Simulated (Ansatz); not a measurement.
Basis sets compared for the cluster Al₃Ga₂⁺ (the lowest singlet isomer of a short search). The state is a singlet with charge 1. Geometry r2SCAN-D4/def2-SVP. Ansatz on 4 threads of Arm Neoverse V2 on a shared host; times are rough, and most runs start from earlier orbitals.

```xyz
5

Al    0.983    2.384    0.276
Al   -0.304    0.916   -1.367
Al   -0.222   -2.091    1.137
Ga   -1.016   -1.388   -1.202
Ga    0.558    0.180    1.156
```

The restricted singlet is unstable towards broken spin symmetry in Hartree–Fock (as tested in another run); at PBE-D4/def2-SVP, PBE-D4/def2-TZVP, PBE0-D4/def2-SVP, PBE0-D4/def2-TZVP this wasn't settled. Another isomer (singlet) lies 0.07 eV lower at PBE0-D4/def2-TZVP; other spin states weren't run for this one.

```tsv
level	functions	energy (Eh)	HOMO (eV)	LUMO (eV)	wall time
PBE-D4/def2-SVP	118	-4575.0524	-9.08	-8.51	1.1 s
PBE0-D4/def2-SVP	118	-4575.1697	-9.61	-7.97	1.8 s
```

**Question.** Estimate the rows for PBE-D4/def2-TZVP (with forces), PBE0-D4/def2-TZVP.

**Answer.** 
| level | functions | energy (Eh) | HOMO (eV) | LUMO (eV) | wall time |
| --- | --- | --- | --- | --- | --- |
| PBE-D4/def2-TZVP (with forces) | 207 | -4575.8067 | -9.01 | -8.42 | 2.3 s |
| PBE0-D4/def2-TZVP | 207 | -4575.9193 | -9.55 | -7.87 | 4.9 s |
